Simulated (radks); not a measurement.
Charge is removed step by step from the 1s down level of Zn, starting from 1s(up 1, down 1) 2s2 2p6 3s2 3p6 3d10 4s2. All-electron calculation, scalar-relativistic Kohn-Sham, PBE, spin-polarised, spherical densities, finite nucleus; Fermi nuclear charge, rms radius 3.9283 fm. Program: a radial shooting solver on a logarithmic mesh with Libxc functionals.

[
 {"removed (e)": "0", "E - E(0) (eV)": "0.000", "eigenvalue (eV)": "-9525.6"},
 {"removed (e)": "0.25", "E - E(0) (eV)": "2390.8", "eigenvalue (eV)": "-9604.7"},
 {"removed (e)": "0.5", "E - E(0) (eV)": "4800.9", "eigenvalue (eV)": "-9680.1"},
 {"removed (e)": "0.75", "E - E(0) (eV)": "7229.1", "eigenvalue (eV)": "-9748.1"}
]

The mean slope of the eigenvalue, de/dn, is 297 eV per electron.
